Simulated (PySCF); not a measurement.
Compound: C7H13P.
Atom-mapped SMILES: `[CH2:1]1[CH2:2][CH:3]2[CH2:4][CH2:5][CH2:6][P:7]2[CH2:8]1` (hydrogens: H9, H10 on C1; H11, H12 on C2; H13 on C3; H14, H15 on C4; H16, H17 on C5; H18, H19 on C6; H20, H21 on C8)

The same species was optimised twice, with GFN2-xTB and with PBE0-D3(BJ)/def2-SVP (PySCF), and the same property calculations (PySCF, gas phase) were run on both structures.

```tsv
coordinate	GFN2-xTB	PBE0-D3(BJ)/def2-SVP	change
C3–P7 (Å)	1.890	1.904	+0.014
P7–C8 (Å)	1.869	1.874	+0.005
C6–P7 (Å)	1.870	1.874	+0.004
C3–C4 (Å)	1.537	1.540	+0.003
C2–C3 (Å)	1.530	1.532	+0.002
C5–C6 (Å)	1.524	1.526	+0.002
C1–C2 (Å)	1.525	1.527	+0.002
C1–C8 (Å)	1.525	1.527	+0.002
C4–C5 (Å)	1.524	1.525	+0.001
C6–P7–C8 (°)	101.1	102.4	+1.3
C4–C3–P7 (°)	108.1	107.0	-1.1
C3–C4–C5 (°)	108.3	109.2	+0.9
C3–P7–C6 (°)	90.9	91.6	+0.7
C2–C1–C8 (°)	106.2	106.7	+0.5
C1–C2–C3 (°)	107.0	107.5	+0.5
C2–C3–C4 (°)	113.3	113.7	+0.4
C4–C5–C6 (°)	106.1	106.5	+0.4
```

Rotational constants: A = 2600, B = 1777, C = 1373 MHz (GFN2-xTB) against A = 2590, B = 1758, C = 1356 MHz (PBE0-D3(BJ)/def2-SVP). Point groups within 0.08 Å: C1 and C1.

On the GFN2-xTB structure: HOMO (eV) -6.39 [PBE0/pcSseg-1]; LUMO (eV) 1.12 [PBE0/pcSseg-1]; dipole (D) 1.52 [PBE0/pcSseg-1]; GIAO shielding of C1/C5 (mean) (ppm) 157.3 [PBE0/pcSseg-1]; GIAO shielding of C2/C4 (mean) (ppm) 148.3 [PBE0/pcSseg-1]; GIAO shielding of C3 (ppm) 141.8 [PBE0/pcSseg-1]; GIAO shielding of C6/C8 (mean) (ppm) 154.5 [PBE0/pcSseg-1]; GIAO shielding of P7 (ppm) 341.1 [PBE0/pcSseg-1].

Task: What do these properties become on the PBE0-D3(BJ)/def2-SVP structure?

Result: 
```tsv
property	level	on GFN2-xTB	on PBE0-D3(BJ)/def2-SVP	change
HOMO (eV)	PBE0/pcSseg-1	-6.39	-6.34	+0.05
LUMO (eV)	PBE0/pcSseg-1	1.12	1.11	-0.01
dipole (D)	PBE0/pcSseg-1	1.52	1.53	+0.01
energy, GFN2-xTB geometry as zero (kcal/mol)	PBE0/pcSseg-1	0.0	-0.5	-0.5
GIAO shielding of C1/C5 (mean) (ppm)	PBE0/pcSseg-1	157.3	155.8	-1.5
GIAO shielding of C2/C4 (mean) (ppm)	PBE0/pcSseg-1	148.3	147.3	-1.0
GIAO shielding of C3 (ppm)	PBE0/pcSseg-1	141.8	140.5	-1.3
GIAO shielding of C6/C8 (mean) (ppm)	PBE0/pcSseg-1	154.5	153.5	-1.0
GIAO shielding of P7 (ppm)	PBE0/pcSseg-1	341.1	331.4	-9.7
```

The heavy atoms differ by 0.014 Å rms after alignment. Among bonds between heavy atoms C3–P7 changes most (+0.014 Å). Changes are differences of the printed values. Neither structure is proved a minimum here.
